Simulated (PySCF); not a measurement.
## PySCF run on C⁺

Input:

```python
from pyscf import gto, dft

mol = gto.M(
    atom='C 0 0 0',
    basis='cc-pvtz-dk',
    charge=1,
    spin=1,
    verbose=3,
)
mf = dft.UKS(mol, xc='bhandhlyp')
mf = mf.sfx2c1e()
mf.kernel()
mf.dip_moment()
print('orbital energies (hartree):', [e[max(0, n-3):n+3].round(4) for e, n in zip(mf.mo_energy, mol.nelec)])
```

```bash
$ python input.py
```

Output (some set-up lines and the per-cycle HOMO/LUMO lines with their warnings removed):

```
converged SCF energy = -37.4453137776676  <S^2> = 0.75327242  2S+1 = 2.0032697
Dipole moment(X, Y, Z, Debye): -0.00000, -0.00000, -0.00000
orbital energies (hartree): [array([-11.2832,  -1.1015,  -0.7954,  -0.5022,  -0.5022,   0.0252]), array([-11.2616,  -1.0161,  -0.4848,  -0.4848,  -0.4255])]
```

In short: E(SCF) = -37.445314 Eh, ⟨S²⟩ = 0.753.

Wall time 0.78 s on one thread of a shared host.

No search for the lowest solution was made.
